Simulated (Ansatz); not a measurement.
Compare A (`NC1N[SiH2]1`) with its isomer B (`N/C=N/[SiH3]`).

Computed with Ansatz on PBE0-D4/def2-TZVP structures; ΔE is electronic, products minus reactants. CBS: MP2 limit from def2 TZ/QZ plus the TZ coupled-cluster correction, frozen cores. Functionals use def2-TZVPP. B3LYP here is the variant with VWN-RPA as its local correlation; programs differ in this. One conformer a species, not always the lowest.

A:

```xyz
10

N     0.351   -1.596    0.413
C    -0.069   -0.471   -0.350
N     0.766    0.775   -0.336
Si   -0.814    1.088    0.272
H     0.544   -1.343    1.373
H     1.203   -1.994    0.029
H    -0.396   -0.775   -1.346
H     1.159    1.089   -1.212
H    -0.904    1.446    1.705
H    -1.839    1.781   -0.546
```

B:

```xyz
10

N     1.7642    1.1807   -0.1114
C     0.8279    0.2174    0.0149
N    -0.4147    0.4327   -0.1148
Si   -1.6287   -0.7687    0.0407
H     2.7398    0.9772   -0.0077
H     1.4729    2.1197   -0.3225
H     1.2676   -0.7672    0.2421
H    -1.0515   -2.1177    0.3465
H    -2.4087   -0.8699   -1.2215
H    -2.5689   -0.4042    1.1338
```

Which isomer does CCSD(T)/CBS put lower? Give the gap. (An estimate is asked.)

Ansatz gave: B, by 30.3 kcal/mol.

Give E(B) − E(A) in kcal/mol with PBE-D4, CCSD(T)/def2-SVP, BLYP-D4, B3LYP, LDA (SPW92), B2PLYP, PBE0-D4. (An estimate is asked.)

Computed: PBE-D4 -29.8, CCSD(T)/def2-SVP -34.8, BLYP-D4 -35.1, B3LYP -35.2, LDA (SPW92) -27.0, B2PLYP -34.1, PBE0-D4 -29.8. None reverses the order clearly.

Does the order hold for the free energy at 298.15 K (harmonic terms from PBE0-D4)? (Best estimate.)

The calculation gave: Yes: G(B) − G(A) = -33.4 kcal/mol, for one conformer each.

Largest T1 diagnostic: 0.014.

Leaving LDA and LC-ωPBE aside and taking each functional with its dispersion term where it has one, the values, not all of them listed here, spread over 5.7 kcal/mol, from BHLYP-D4 to HSE06-D4. LDA lies +3.1 kcal/mol from PBE without D4. At CCSD(T), def2-SVP lies −4.5 kcal/mol from the extrapolated value and def2-TZVPP −1.0 kcal/mol.
